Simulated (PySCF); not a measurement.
Working out the excitation energy of Be

Be [He] 2s2 (1S) → Be [He] 2s1 2p1 (3P). Calculation: PySCF 2.14, in dyall-av2z; no relativity, point nucleus. Frozen: 1s2; the 5 highest virtual orbitals dropped. Energies in hartree (1 hartree = 27.21139 eV):

```json
{"part": "UHF", "Be (lower)": "-14.572708", "Be (upper)": "-14.513289"}
{"part": "MP2 opposite-spin", "Be (lower)": "-0.027616", "Be (upper)": "0.000000"}
{"part": "MP2 same-spin", "Be (lower)": "0.000000", "Be (upper)": "-0.002530"}
```

Task: What does Hartree-Fock give?

Result: (-14.513289) − (-14.572708) = 0.059419 hartree = 1.617 eV.

Task: What do MP2 and SCS-MP2 (6/5 opposite-spin, 1/3 same-spin) give?

Result: The opposite-spin parts differ by 0.751 eV and the same-spin parts by -0.069 eV. MP2: 1.617 + (0.751) + (-0.069) = 2.299 eV. SCS-MP2: 1.617 + 1.2 × (0.751) + (-0.069)/3 = 2.495 eV.

Measured between the centres of the two terms (NIST): 2.725 eV, so MP2 (valence) is off by -0.426 eV.

A double-zeta basis recovers only part of the correlation energy.

What remains against the reference includes basis incompleteness, the frozen core and correlation beyond second order.
